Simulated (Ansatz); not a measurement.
Reaction (cleavage of the B–Si bond): `B[Si](F)(F)[SiH3]` + `[NH2][AlH2]` → `B[NH][AlH2]` + `F[SiH](F)[SiH3]`

Isolated molecules relaxed with PBE0-D4/def2-TZVP in Ansatz; ΔE leaves out vibrations. CBS: MP2 limit from def2 TZ/QZ plus the TZ coupled-cluster correction, frozen cores. This one scheme is used for every species. Functionals use def2-TZVPP. B3LYP here is the variant with VWN-RPA as its local correlation; programs differ in this. HSE06 is defined as in plane-wave codes.

```csv
level,ΔE (kcal/mol),difference from CCSD(T)/CBS
LDA (SPW92),-38.3,-0.9
PBE-D4,-35.7,1.7
revPBE-D4,-35.2,2.2
r2SCAN-D4,-37.1,0.3
B97M-V,-36.2,1.2
PBE0-D4,-36.4,1.0
B3LYP-D4,-37.5,-0.1
r2SCANh-D4,-37.3,0.1
r2SCAN0-D4,-37.7,-0.3
BHLYP-D4,-38.2,-0.8
CAM-B3LYP-D4,-38.4,-1.0
ωB97X-V,-36.9,0.5
ωB97M-V,-38.4,-1.0
B2PLYP,-38.6,-1.2
PBE-QIDH,-38.2,-0.8
PBE,-36.0,1.4
revPBE,-35.1,2.3
BLYP,-37.2,0.2
r2SCAN,-37.2,0.2
PBE0,-36.7,0.7
B3LYP,-37.9,-0.5
r2SCANh,-37.4,0.0
r2SCAN0,-37.8,-0.4
HSE06,-36.7,0.7
BHLYP,-38.7,-1.3
LC-ωPBE,-36.7,0.7
RPA@PBE/def2-TZVPP,-37.9,-0.5
HF/def2-SVP,-40.2,-2.8
MP2/def2-SVP,-43.0,-5.6
CCSD/def2-SVP,-41.0,-3.6
CCSD(T)/def2-SVP,-41.4,-4.0
HF/def2-TZVPP,-38.5,-1.1
MP2/def2-TZVPP,-39.8,-2.4
SCS-MP2/def2-TZVPP,-39.3,-1.9
CCSD/def2-TZVPP,-37.8,-0.4
CCSD(T)/def2-TZVPP,-38.0,-0.6
HF/def2-QZVPP,-38.6,-1.2
MP2/def2-QZVPP,-39.5,-2.1
HF/CBS(def2),-38.7,-1.3
CCSD/CBS(def2),-37.2,0.2
CCSD(T)/CBS,-37.4,0
```

Largest T1 diagnostic among the species: 0.013.

Leaving LDA and LC-ωPBE aside and taking each functional with its dispersion term where it has one, the values spread over 3.5 kcal/mol, from B2PLYP to revPBE-D4. LDA lies −2.4 kcal/mol from PBE without D4. From BLYP to BHLYP (50 % exact exchange), in def2-TZVPP and without D4, ΔE moves by −1.5 kcal/mol. At CCSD(T), def2-SVP lies −4.0 kcal/mol from the extrapolated value and def2-TZVPP −0.6 kcal/mol.
